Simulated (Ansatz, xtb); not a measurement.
**Relative energy of two isomers of GeH4OSn**

Structure a is `[OH][Sn][GeH3]`, a singlet and structure b is `[GeH3][O][SnH]`, a singlet. Both are isolated molecules in the gas phase, relaxed with BLYP-D3(BJ)/def2-SVP; the shapes shown needn't be the lowest conformers.

a (Å):

```yaml
atoms:
  - { symbol: Ge, position_ang: [-0.3970, -0.0241, 0.2720] }
  - { symbol: O, position_ang: [-1.6039, -2.6109, 2.3180] }
  - { symbol: Sn, position_ang: [-1.0959, -0.7120, 2.8711] }
  - { symbol: H, position_ang: [-1.4764, -2.7608, 1.3578] }
  - { symbol: H, position_ang: [1.1013, 0.3943, 0.0855] }
  - { symbol: H, position_ang: [-0.6163, -1.2443, -0.6933] }
  - { symbol: H, position_ang: [-1.2296, 1.1522, -0.3424] }
```

b (Å):

```csv
atom,x (Å),y (Å),z (Å)
Ge,-1.4379,-0.7156,1.5350
O,0.2965,-0.4036,1.1288
Sn,1.4465,-0.8363,-0.4934
H,-1.4718,-1.5674,2.8379
H,-2.1198,0.6619,1.7834
H,-2.1354,-1.4723,0.3640
H,0.1106,-1.6708,-1.4384
```

Estimate E(b) − E(a) at the level CCSD(T)/def2-TZVP.

Too close to call at this level: CCSD(T)/def2-TZVP gives E(b) − E(a) = +4.15 kJ/mol.

The same difference at several levels:

| level | geometry | E(b) − E(a) (kJ/mol) | departure from the last row (kJ/mol) | job, with rough time for the two |
| --- | --- | --- | --- | --- |
| GFN2-xTB | GFN2-xTB | −17.28 | −21.43 | optimisation, 0.37 s |
| HF/STO-3G | GFN2-xTB | +38.43 | +34.28 | single point, 1.4 s |
| r2SCAN-D4/def2-SVP | GFN2-xTB | +14.27 | +10.12 | single point, 3 s |
| BLYP-D3(BJ)/def2-SVP | BLYP-D3(BJ)/def2-SVP | +13.29 | +9.14 | optimisation, 74 s |
| HF/def2-TZVP | BLYP-D3(BJ)/def2-SVP | −11.80 | −15.95 | part of the CCSD(T) run |
| MP2/def2-TZVP | BLYP-D3(BJ)/def2-SVP | +2.48 | −1.67 | part of the CCSD(T) run |
| CCSD(T)/def2-TZVP | BLYP-D3(BJ)/def2-SVP | +4.15 |  | single point, 86 s |

As drawn, b has 1 Ge–O, 1 Sn–H in place of 1 Ge–Sn, 1 O–H.

The largest departure from CCSD(T)/def2-TZVP is that of HF/STO-3G, 34.28 kJ/mol.

With harmonic frequencies from BLYP-D3(BJ)/def2-SVP (ideal gas, rigid rotor, one conformer each, 298.15 K, 1 atm): on the last row, ΔE + ΔZPE = −3.38 kJ/mol. A mode under 50 cm⁻¹ makes harmonic enthalpies and free energies unreliable, so none is given.

The correlated steps freeze 14 core orbitals; the filled d shell of Ge and Sn is correlated, in a basis made for valence electrons. Atoms past krypton carry core potentials in the def2 sets, other sets are all-electron and non-relativistic, and no spin–orbit term is included. Programs: Ansatz 0.2.0, xtb 6.7.1; the last row on 2 threads of Intel(R) Xeon(R) Platinum 8259CL CPU @ 2.50GHz (Skylake/Cascade Lake) on a shared host.
